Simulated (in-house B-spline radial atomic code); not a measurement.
Orbital energies and mean radii along the 52-electron series, configuration [Kr] 4d10 5s2 5p4. The effective charge is n√(-2ε), a non-relativistic measure. Computed with an all-electron radial atomic-structure program (B-spline basis): Dirac-Hartree-Fock, average of the configuration, finite nuclei.

```csv
ion,Z,energy of 4p3/2 (Eh),mean radius of 4p3/2 (bohr),energy of 5s1/2 (Eh),mean radius of 5s1/2 (bohr),effective charge of 4p3/2
Te,52,-4.9369,0.83139,-0.74933,2.1414,12.569
I+,53,-5.8021,0.80146,-1.1846,1.9609,13.626
Xe2+,54,?,?,?,?,?
Cs3+,55,-7.8153,0.74736,-2.2472,1.6959,15.814
Ba4+,56,-8.9462,0.72286,-2.8629,1.5944,16.92
La5+,57,?,?,?,?,?
Ce6+,58,-11.437,0.67827,-4.2505,1.4302,19.131
```

(1) Fill in the row of Xe2+.

(2) Fill in the row of La5+.

(3) How does the screening of 4p3/2 change?

Answers

(1) energy of 4p3/2 (Eh): -6.7652; mean radius of 4p3/2 (bohr): 0.77351; energy of 5s1/2 (Eh): -1.6864; mean radius of 5s1/2 (bohr): 1.8158; effective charge of 4p3/2: 14.713.

(2) energy of 4p3/2 (Eh): -10.154; mean radius of 4p3/2 (bohr): 0.69987; energy of 5s1/2 (Eh): -3.5312; mean radius of 5s1/2 (bohr): 1.5069; effective charge of 4p3/2: 18.026.

(3) Z less the effective charge goes from 39.43 at Z = 52 to 38.87 at Z = 58.
